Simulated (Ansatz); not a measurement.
ClF₂Y, SMILES `[F][Y]([F])[Cl]`. Charge 0, multiplicity 1. Y: def2 effective core potential.

Q: What are the harmonic wavenumbers in cm⁻¹ at PBE0-D4/def2-TZVP (Ansatz, finite differences of forces, unscaled)? (Best estimate.)

A: Ansatz gave: 41, 102, 140, 357, 593, 603.

Q: Is this a minimum?

A: Yes, all 6 modes are real.

Q: Give the ideal-gas thermochemistry at 298.15 K and 1 bar (rigid rotor, harmonic oscillator; point group C2v, symmetry number 2).

A: Zero-point energy 11.0 kJ/mol; H(298) − E = 28.6 kJ/mol; entropy 338.1 J/(mol·K), of which translation 172.3, rotation 109.4, vibration 56.4; G(298) − E = -72.2 kJ/mol. Modes under 100 cm⁻¹ are hindered rotations or soft bends, so the harmonic entropy is rough.

Q: And at 400, 500, 600, 800 and 1000 K?

A: 
| T (K) | H − E (kJ/mol) | S (J/mol/K) | G − E (kJ/mol) |
| --- | --- | --- | --- |
| 400 | 36.2 | 360.1 | -107.8 |
| 500 | 44.0 | 377.5 | -144.8 |
| 600 | 51.9 | 391.9 | -183.2 |
| 800 | 68.1 | 415.1 | -264.1 |
| 1000 | 84.4 | 433.4 | -349.0 |

Q: Rotational constants (cm⁻¹)?

A: 0.1545, 0.06984, 0.0481.
